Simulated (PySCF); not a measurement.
## Property card for `[SiH3]O[C@@H]1CC[Se]1`

C3H8OSeSi.
Structure used (PBE0-D3(BJ)/def2-SVP), in Å, numbered top down from 1:
```
atom  x, y, z in Å
Si1   -1.7102    1.4962    0.4153
O2    -0.4849    0.3579    0.5260
C3     0.8414    0.6545    0.3149
C4     1.7903   -0.4976    0.6229
C5     2.9443    0.2824    1.2541
Se6    1.7887    1.8323    1.6533
H7    -1.7548    2.0748   -0.9632
H8    -1.4640    2.5986    1.3933
H9    -2.9730    0.7773    0.7234
H10    1.0019    1.0988   -0.6845
H11    1.2940   -1.1279    1.3753
H12    2.0500   -1.1293   -0.2434
H13    3.4054   -0.1708    2.1414
H14    3.7287    0.5696    0.5400
```

Among its groups: Si–H bond and selenium bound to carbon.

PBE0-D3(BJ)/def2-SVP geometry optimisation, gas phase (PySCF):

```yaml
Point_group: C1
Rotational_constants_A_B_C: 3.555, 1.172, 0.918 GHz
```

From B3LYP/def2-SVPD ground state and vertical TDDFT (core frozen in the response) (PySCF):

```yaml
Dipole_moment: 1.41 D
HOMO_energy: -6.00 eV
LUMO_energy: -1.00 eV
HOMO–LUMO_gap: 5.00 eV
Lowest_singlet_excitation: 3.77 eV (329 nm, f = 0.000)
Strongest_line_among_the_6_lowest_singlet_transitions: S5 at 5.64 eV (220 nm, f = 0.049)
Static_isotropic_polarisability: 95.0 au
Electronic_spatial_extent_⟨r²⟩_about_the_centre_of_nuclear_charge: 1222 bohr²
```

Monoisotopic mass from the formula: 167.9510 u.

S1 lies 1.23 eV below the HOMO–LUMO gap; its leading configuration is HOMO→LUMO, weight 0.98. No computed singlet falls in the visible range (750 to 380 nm, 1.65 to 3.26 eV); S1 lies 0.51 eV above its blue end. The polarisability is 14.08 Å³ as a volume (1 au = 0.148185 Å³), or 1.16 au for each of the 82 electrons. The principal polarisabilities are 79.0, 95.6 and 110.5 au; their mean is the isotropic value. The largest Löwdin shares of the LUMO are 0.48 on Se6, 0.14 on C3, 0.12 on C5 and 0.06 on Si1.

 Relativistic effects, spin–orbit coupling among them, are left out although an element past zinc is present.

For the geometry optimisation (PBE0-D3(BJ)/def2-SVP), the run took 61 s wall on an Intel Xeon Platinum 8488C with one thread, no GPU, shared host with 96 logical CPUs at a one-minute load of 23, and the process peaked at 0.58 GiB of memory.

One conformer stands for the species.
